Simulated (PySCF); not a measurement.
## Working out the ionisation energy of Xe⁺

Xe⁺ [Kr] 4d10 5s2 5p5 (2P) → Xe²⁺ [Kr] 4d10 5s2 5p4 (3P). Computed with PySCF 2.14 in def2-QZVPPD with the def2 core potential (28 electrons) (8s7p5d4f1g, 91 functions), with scalar relativity through the core potential. Frozen: 4s2 4p6 4d10. Energies in hartree (1 hartree = 27.21139 eV):

```
            part  Xe⁺ (lower)  Xe²⁺ (upper)
             UHF  -327.878598   -327.141166
CCSD correlation    -0.153733     -0.120789
             (T)    -0.004965     -0.003506
```

**Question.** What does Hartree-Fock give?

**Answer.** (-327.141166) − (-327.878598) = 0.737432 hartree = 20.067 eV.

**Question.** What do CCSD and CCSD(T) give?

**Answer.** The CCSD correlation energies differ by 0.032944 hartree = 0.896 eV and the triples by 0.001459 hartree = 0.040 eV, so CCSD gives 20.963 eV and CCSD(T) 21.003 eV.

Reference: 20.975 eV (semi-empirical (NIST evaluation); NIST Atomic Spectra Database, ionization energies), between the lowest levels; spin-orbit coupling is absent from the calculation.

What remains against the reference includes basis incompleteness, the frozen core and higher excitations.
